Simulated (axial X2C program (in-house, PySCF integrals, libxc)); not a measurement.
## GeH⁻: a run with one poor setting

Calculated with an axial X2C code built on PySCF integrals. Spin-free means the one-electron spin-free X2C Hamiltonian. Basis: Ge dyall-av3z [10s10p8d2f], H dyall-av3z [7s3p2d] (cores contracted in-house); Gaussian nuclei, density fitting, unrestricted open shells. Masses: Ge 73.921 u, H 1.008 u.

One setting of this run was spoiled on purpose, so its numbers are not properties of GeH⁻. Level: BHandHLYP, scalar-relativistic; state M_S = 1, Λ = 0 (beyond evenly filled blocks: π+α, π-α).

```
R (Å)  E − E(lowest point) (eV)  SCF iterations
1.421                    0.2884              32
1.486                    0.1138              24
1.535                    0.0405              22
1.584                    0.0052              22
1.633                    0.0000               8
1.690                    0.0232              22
1.747                    0.0701              21
1.821                    0.1553              22
1.911                    0.2848              22
2.041                    0.5013              22
```

Fit: Re 1.618 Å, ωe 1695.2 cm⁻¹, residual 0.0088 microhartree, De 2.76 eV.

Output at the reference distance:

```
spin-free X2C-1e  BHandHLYP
basis functions 120  fitting functions 465  grid points 5075
iter        total energy     max residual
   1      -2099.436578298     9.37e-02
   2      -2099.438038241     5.82e-03
   3      -2099.438091167     1.32e-02
   4      -2099.438183763     4.42e-04
   5      -2099.438185300     1.11e-04
   6      -2099.438185834     1.13e-04
   7      -2099.438185877     2.03e-05
   8      -2099.438185885     6.95e-06
converged
one-electron -2952.47681133  Coulomb 923.38837638  exact exchange -39.50667964  xc functional -41.21274107  nuclear repulsion 10.36966978
```

Question: Which setting was spoiled?
A. an excited determinant was followed
B. density fitting set too sparse
C. virtual space cut too low
D. integration grid too coarse
E. too few iterations allowed

Answer: B. Density fitting set too sparse: ratio 3 between fitting exponents against the usual 2.
